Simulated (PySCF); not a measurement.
## Two-component Hartree-Fock for Cd²¹⁺ (cadmium, charge +21)

Start: [Ar] 3d9; 3d3/2 filled at m_j = -3/2, -1/2, +1/2, +3/2; 3d5/2 filled at m_j = -3/2, -1/2, +1/2, +3/2, +5/2. Calculated with PySCF 2.14 in an uncontracted even-tempered set (17 s from 2.5 bohr⁻², ratio 2.8; 12 p from 3.2 bohr⁻², ratio 2.8; 8 d from 3.2 bohr⁻², ratio 2.8; 4 f from 15 bohr⁻², ratio 3): generalised Hartree-Fock with the X2C-1e Hamiltonian and a Gaussian nucleus; one run each with spin-orbit coupling (SO) switched off, then screened by Boettger's factors.

```tsv
spinor shell	electrons	ε, spin-free (eV)	ε, screened SO (eV)	weight of nominal j (screened SO)	rms radius, screened SO (bohr)
1s1/2	2	-27508.7	-27506.6	1.000	0.0348
2s1/2	2	-4719.6	-4718.8	1.000	0.142
2p1/2	2	-4296.6	-4431.6	1.000	0.123
2p3/2	4	-4296.6	-4234.4	1.000	0.128
3s1/2	2	-1394.1	-1393.9	1.000	0.374
3p1/2	2	-1251.5	-1279.6	0.996	0.366
3p3/2	4	-1251.5	-1238.4	0.998	0.376
3d3/2	4	-1037.6	-1042.8	0.965	0.345
3d5/2	5	-1037.6	-1033.8	0.972	0.348
```

```
   quantity    spin-free  screened SO
E (hartree)  -5387.98321  -5389.20120
        M_J          5/2          5/2
       ⟨J²⟩        8.750        8.750
       ⟨L²⟩        6.000        6.010
       ⟨S²⟩        0.750        0.760
```

Each row is a mean over spinors that exchange with the open shell spreads, by up to 16.252 eV (3p3/2).

Breit and QED terms are absent; they matter most for the inner s and p1/2 levels.

Densities and radii are taken from the X2C orbitals without a picture-change correction, which distorts them close to the nucleus.

Without spin-orbit coupling the j labels of p, d and f shells carry no meaning; the spin-free column gives the mean over the occupied spinors of each nl shell.
